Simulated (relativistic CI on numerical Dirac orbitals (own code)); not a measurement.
Tm III: calculation against measurement

Calculated at this level of theory: Dirac-Coulomb-Breit CI, KLI orbitals optimised for each configuration, model QED (radiative potential, 1s self-energy scaled to tabulated hydrogen-like ionisation energies), valence Slater integrals scaled by 0.85, P86 correlation energy added to each configuration (own radial code, finite nucleus).

Configuration list (outside the closed core [Kr] 4d10 5s2): 4f¹³5p⁶, 4f¹²5p⁶6s, 4f¹²5p⁶5d, 4f¹²5p⁶6p, 4f¹²5p⁶5f, 4f¹¹5p⁶5d6p, 4f¹²5p⁶7s, 4f¹³5p⁵5d, 4f¹²5p⁶6d, 4f¹¹5p⁶6s6p, 4f¹²5p⁶7p, 4f¹²5p⁶8s, 4f¹²5p⁶7d, 4f¹²5p⁶6f, 4f¹²5p⁶8p, 4f¹²5p⁶5g, 4f¹³5p⁵5f, 4f¹¹5p⁶5f6s, 4f¹³5p⁵6s, 4f¹⁴5p⁵. Double excitations out of closed p, d and f shells are left out; levels of such configurations are missing from the list, as are those of other unlisted configurations, and high levels can miss mixing partners.

```csv
Configuration,Term (tabulated),J,Measured (cm⁻¹),Computed,Error,Purity (%)
4f¹³5p⁶,2F°,7/2,0.0,0,0,99
4f¹³5p⁶,2F°,5/2,8774.0,8367,-407,98
4f¹²5p⁶6s,"(4,1/2)",9/2,31037.5,9819,-21219,56
4f¹²5p⁶6s,"(4,1/2)",7/2,31368.6,10120,-21249,35
4f¹²5p⁶6s,"(5,1/2)",9/2,33831.9,12455,-21377,61
4f¹²5p⁶6s,²H (computed),9/2,38003.4,16873,-21130,37
4f¹²5p⁶6s,"(4,1/2)",7/2,38055.5,16717,-21338,54
4f¹²5p⁶6s,"(3,1/2)",7/2,39934.7,19145,-20790,65
4f¹²5p⁶6s,"(4,1/2)",7/2,46786.9,24848,-21939,32
4f¹²5p⁶6s,"(4,1/2)",9/2,46816.8,24800,-22016,50
```

Measured levels from Martin, Zalubas and Hagan, Atomic Energy Levels: The Rare-Earth Elements, NSRDS-NBS 60 (1978); Li et al., J. Phys. B 34, 1349 (2001); pairs were made by configuration, J and term (by order where the table uses no LS term), so strongly mixed levels may be paired wrongly.

Mean error by configuration (cm⁻¹): 4f¹³5p⁶ -407; 4f¹²5p⁶6s -21382. Over the excited levels the mean absolute error is 19052 cm⁻¹ (9 of the 66 excited levels that our extract of the source holds in range could be paired, and the others can miss by more), and the median relative error of those above 1,000 cm⁻¹ is 56 %.
